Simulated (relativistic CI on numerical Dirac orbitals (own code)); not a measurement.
Calculated at this level of theory: Dirac-Coulomb-Breit CI, KLI orbitals optimised for each configuration, QED by a radiative potential, valence Slater integrals scaled by 0.9, configuration energies shifted to the measured levels that pair with them (semi-empirical) (own radial code, finite nucleus).

Configurations in the expansion (outside the closed core 1s2): 2s²2p², 2s2p³, 2p⁴, 2s²2p3s, 2s²2p3p, 2s²2p3d, 2s2p²3s, 2s2p²3p, 2s2p²3d, 2s²2p4d, 2s²2p5d, 2s2p²4d, 2p³3s, 2p³3p, 2p³3d, 2s²2p4s, 2s²2p4p, 2s²2p4f, 2s²3s², 2s²3s3p, 2s2p²4s, 2s²3p², 2s²3s3d, 2s2p²4p, 2s²3p3d, 2s2p²4f, 2s2p3s², 2s²3d², 2s2p3s3p, 2s2p3p². Levels of other configurations are missing.

Configurations whose levels could be paired with our table of measured levels were shifted onto them, all but the ground configuration, by the median error of their levels; single terms can still be off by 1,000 to 2,000 cm⁻¹ or more, and rates follow the energies as ν³ (E1, M1) or ν⁵ (E2). The others borrow a shift and can be off by several thousand cm⁻¹ or more. 67 of the 69 excited levels that our extract of the measured tables holds in this range could be paired (the sources list more); they are missed by 1084 cm⁻¹ on average and 14887 at most, after the shifts were fitted to these levels, and levels without a partner can miss by more. The lowest levels of unpaired configurations miss by +6659 (2s2 2p 5d).

Outline of the computed level scheme of Mg VII. Lowest level of each configuration: 2s²2p² ³P0 at 0.000 eV; 2s2p³ ⁵S°2 at 15.290 eV; 2p⁴ ³P2 at 67.240 eV; 2s²2p3s ³P°0 at 129.890 eV; 2s²2p3p ¹P1 at 137.059 eV; 2s2p²3s ⁵P1 at 146.161 eV; 2s²2p3d ³F°2 at 146.234 eV.

Some strong electric-dipole decays among the lowest 45 levels: 2s²2p3d ³D°3 → 2s²2p² ³P2 (4.5e+11 s⁻¹); 2s²2p3d ³D°2 → 2s²2p² ³P1 (3.9e+11 s⁻¹); 2s²2p3d ³D°1 → 2s²2p² ³P0 (3.0e+11 s⁻¹); 2s²2p3d ³P°2 → 2s²2p² ³P2 (2.6e+11 s⁻¹); 2s²2p3d ³D°1 → 2s²2p² ³P1 (1.4e+11 s⁻¹); 2s²2p3d ¹D°2 → 2s²2p² ¹D2 (1.3e+11 s⁻¹); 2s²2p3s ¹P°1 → 2s²2p² ¹D2 (7.5e+10 s⁻¹); 2s²2p3s ³P°0 → 2s²2p² ³P1 (5.9e+10 s⁻¹).
